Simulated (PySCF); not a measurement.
Method: delta-SCF UKS SCAN, pcX-2 on the ionised atom, pcseg-1 elsewhere, spin-free X2C in PySCF. Geometries: PBE0-D3(BJ)/def2-SVP; isolated species, one conformer each. Values against the vacuum level.

**Question.** Rank by computed C 1s binding energy, lowest first.
A. C6 in `[CH3:1][S:2][C@@H:3]1[BH:4][CH2:5][CH2:6][CH2:7]1`
B. C1 in `[CH2:1]=[CH:2][CH2:3][GeH2:4][SH:5]`
C. C2 in `[NH2:1][C:2](=[O:3])[Si@H:4]1[CH2:5][CH2:6][SiH2:7][O:8]1`
D. C2 in `[CH3:1][CH2:2][C@H:3]([CH3:4])[F:5]`

**Answer.** B (290.12 eV), A (290.52 eV), D (290.80 eV), C (293.13 eV).

From the lowest up, the atoms are bonded to: C (double bond) and 2 H (290.12); 2 C and 2 H (290.52); 2 C and 2 H (290.80); O (double bond), N and Si (293.13).
